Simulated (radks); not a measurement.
Question: Re, configuration [Xe] 4f14 5d5 6s2. Method: Dirac Kohn-Sham, PBE, spin-unpolarised, spherical densities, point nucleus; open shells are shared between the two j in proportion to 2j + 1; computed with a radial shooting solver on a logarithmic mesh with Libxc functionals. Some entries of the table are withheld. Estimate them.

orbital,occ.,eigenvalue (eV),r(max) (bohr),<r> (bohr)
1s1/2,2,-71563.23,0.01123,0.01803
2s1/2,2,-12398.65,0.06471,0.07557
2p1/2,2,-11862.11,0.04802,0.06246
2p3/2,4,-10422.25,0.05496,0.07054
3s1/2,2,-2870.283,0.1822,0.1969
3p1/2,2,-2631.161,0.1705,0.1870
3p3/2,4,-2318.467,0.1847,0.2019
3d3/2,4,-1917.594,0.1445,(1)
3d5/2,6,-1849.731,0.1485,(2)
4s1/2,2,-598.9704,0.4130,(3)
4p1/2,2,-499.2597,0.4125,0.4450
4p3/2,4,-426.3160,0.4423,0.4784
4d3/2,4,(4),0.4382,(5)
4d5/2,6,(6),0.4476,(7)
5s1/2,2,-85.0520,0.9384,1.037
5p1/2,2,-54.9393,1.003,1.137
5p3/2,4,-43.9597,1.086,1.240
4f5/2,6,-43.5916,(8),0.5761
4f7/2,8,-41.0802,(9),0.5849
6s1/2,2,-5.9493,2.563,3.072
5d3/2,2,-5.9107,(10),1.881
5d5/2,3,-5.0286,(11),1.972

Answer: 
(1) 3d3/2 <r> (bohr): 0.1765
(2) 3d5/2 <r> (bohr): 0.1811
(3) 4s1/2 <r> (bohr): 0.4404
(4) 4d3/2 eigenvalue (eV): -262.8130
(5) 4d3/2 <r> (bohr): 0.4934
(6) 4d5/2 eigenvalue (eV): -249.3380
(7) 4d5/2 <r> (bohr): 0.5048
(8) 4f5/2 r(max) (bohr): 0.4144
(9) 4f7/2 r(max) (bohr): 0.4193
(10) 5d3/2 r(max) (bohr): 1.395
(11) 5d5/2 r(max) (bohr): 1.441
